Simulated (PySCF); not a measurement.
Ga(H)2(SH) (GaH₃S), SMILES [SH][GaH2].

Geometry: ωB97X-D3(BJ)/def2-TZVP.

These are ωB97X-D3(BJ)/def2-TZVP in PySCF 2.14.0 values and carry that method's errors.

Frequencies are harmonic and unscaled.

| mode | ν (cm⁻¹) | IR (km/mol) | Raman (Å⁴/amu) | depolarisation | moving atoms (share of kinetic energy) |
|---|---|---|---|---|---|
| 1 | 398 | 10.7 | 0.7 | 0.75 | H 98 % |
| 2 | 424 | 43.5 | 11.1 | 0.20 | S 66 %, Ga 32 % |
| 3 | 441 | 42.4 | 2.1 | 0.69 | H 96 % |
| 4 | 611 | 93.7 | 1.1 | 0.75 | H 95 % |
| 5 | 728 | 28.7 | 3.8 | 0.73 | H 93 % |
| 6 | 756 | 161.2 | 6.5 | 0.69 | H 98 % |
| 7 | 2032 | 152.5 | 195.0 | 0.15 | H 99 % |
| 8 | 2042 | 167.7 | 163.7 | 0.20 | H 99 % |
| 9 | 2760 | 0.3 | 108.2 | 0.27 | H 97 % |
